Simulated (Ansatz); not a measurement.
System: C4H9O, net charge 0, doublet state. It need not be the lowest isomer of its formula. 
Coordinates optimised at B3LYP-D3(BJ)/def2-TZVP (Ansatz, a quantum-chemistry and plane-wave program):
```xyz
14

C     -0.0533     1.5629     0.2198
C     -0.4098     0.0848     0.2593
C     -1.7178    -0.2287    -0.4400
O      0.6073    -0.6907    -0.3997
C      1.7538    -0.8813     0.2902
H      0.9124     1.7403     0.6935
H     -0.8098     2.1496     0.7440
H      0.0008     1.9095    -0.8139
H     -0.4591    -0.2531     1.3023
H     -1.6641     0.0657    -1.4896
H     -1.9352    -1.2957    -0.3915
H     -2.5378     0.3162     0.0299
H      2.4804    -1.4899    -0.2260
H      1.7165    -0.8427     1.3739
```
Charge 0, spin multiplicity 2.

Total electronic energies in hartree. Valence correlation only, unless marked. UHF or UKS for open shells. Spin-orbit coupling is left out. Non-relativistic. CBS(X,Y): correlation extrapolated as X^-3; Hartree-Fock from the larger set.

```csv
level,program,energy (Eh)
RI-HF/cc-pVTZ,Ansatz,-231.60316
PBE-D4/def2-TZVPD,Ansatz + dftd4,-232.79228
HSE06/def2-TZVPD,Ansatz,-232.79806
CAM-B3LYP/def2-TZVPD,Ansatz,-232.97312
LC-wPBE/def2-TZVPD,Ansatz,-232.95040
MP2/6-31G*,Ansatz,-232.19486
SCS-MP2/6-31G,Ansatz,-231.88638
SCS-MP2/cc-pVDZ,Ansatz,-232.26428
CCSD/STO-3G,Ansatz,-228.96576
CCSD/6-31G,Ansatz,-231.93739
CCSD/6-31G*,Ansatz,-232.25119
"CCSD/CBS(cc-pVTZ,cc-pVQZ)",Ansatz,-232.6701
CCSD(T)/cc-pVDZ,Ansatz,-232.35507
CCSD(T)/cc-pVQZ,Ansatz,-232.67413
"CCSD(T)/CBS(cc-pVTZ,cc-pVQZ)",Ansatz,-232.7140
```

Totals of different functionals don't rank their quality; only differences between species are comparable.
